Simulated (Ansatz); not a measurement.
Frontier orbitals of `C=C[CH2][AlH][F]`.

The species carries charge 0 and has multiplicity 1. All single points use the PBE0-D4/def2-TZVP geometry. It is one conformer, not always the lowest. Basis def2-TZVPP, Ansatz.

Orbital energies of one run (eV). Highest occupied ones, from the top: -5.89, -7.44, -8.81, -8.98, -9.06, -9.47, -9.64, -10.62, -10.98, -12.19, -14.06, -16.97, -20.39, -27.75. Empty: -1.61, -0.35, 0.03, 0.44, 1.05, 1.46.

(1) Which functional gave them?
A. CAM-B3LYP
B. B97M-V
C. BLYP
D. ωB97M-V

## Answers

(1) C. HOMO energies: BLYP -5.89, ωB97M-V -9.20, B97M-V -6.29, CAM-B3LYP -8.36 eV.
